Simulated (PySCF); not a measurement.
Vertical excitations of a molecule CH10O2Si3 from TDA-CAM-B3LYP/def2-SVPD run with PySCF 2.14.0, as energy in eV (oscillator strength): 5.62 (0.002), 5.97 (0.028), 6.38 (0.129), 6.70 (0.040), 6.89 (0.042), 7.01 (0.034). Lowest triplet (TDA): 5.06 eV. Geometry optimised at PBE0-D3(BJ)/def2-SVP. The values are those of a single conformer.

Q: Pick the molecule that these values belong to.
(A) O[SiH2]C(O)([SiH3])[SiH3]
(B) [SiH3]OCO[SiH2][SiH3]
(C) O[SiH2]OC([SiH3])[SiH3]
(D) OC[Si](O)([SiH3])[SiH3]

A: D, OC[Si](O)([SiH3])[SiH3]
